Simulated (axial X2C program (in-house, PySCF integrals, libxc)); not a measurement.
# Worked dissociation energy of HgC: B97-3, spin-free

All values were computed with an axial X2C code built on PySCF integrals. Spin-free means the one-electron spin-free X2C Hamiltonian. Basis: Hg dyall-cv3z [13s14p9d6f4g], C dyall-v3z [7s6p2d1f] (cores contracted in-house); Gaussian nuclei, density fitting, unrestricted open shells. Masses: Hg 201.971 u, C 12.000 u.

Molecular state: M_S = 1, Λ = 0 (beyond evenly filled blocks: π+α, π-α).

```
E(Hg) (2M_S = 0, M_L = 0) : -19625.523894 hartree
E(C) (2M_S = 2, M_L = 0)  : -37.863186 hartree
E(HgC) at Re              : -19663.409132 hartree
ωe                        : 347.5 cm⁻¹
ωexe                      : 6.1 cm⁻¹
```

(1) Work out De and D0.

Occupations by symmetry block were frozen at the best pattern of an incomplete PBE0 search. De is counted from the lowest determinant-based energies of the atoms at the same level, without counterpoise correction.

Each atomic determinant is the lowest at this level and need not be a pure term. Totals compare only within one Hamiltonian and basis.

Answers

(1) De = -19625.523894 + (-37.863186) − (-19663.409132) = 0.02205 hartree = 0.600 eV. The zero-point energy is ωe/2 − ωexe/4 = 172 cm⁻¹ = 0.021 eV, so D0 = 0.579 eV.
